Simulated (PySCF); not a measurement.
Vertical excitations of a molecule H7NO2Si2 from TDA-PBE/def2-SVPD (PySCF), as energy in eV (oscillator strength): 5.87 (0.034), 6.47 (0.023), 6.69 (0.008), 6.73 (0.037), 6.87 (0.004), 6.93 (0.005), 7.06 (0.018), 7.19 (0.024), 7.37 (0.005), 7.41 (0.004). Lowest triplet (TDA): 5.73 eV. Coordinates come from a B3LYP-D3(BJ)/def2-SVP optimisation. The values are those of a single conformer.

**Question.** Pick the molecule that these values belong to.
A. N[SiH2]O[SiH2]O
B. O[SiH](O)N[SiH3]
C. N[Si@H](O)O[SiH3]
D. O[SiH2]N[SiH2]O

**Answer.** C, N[Si@H](O)O[SiH3]
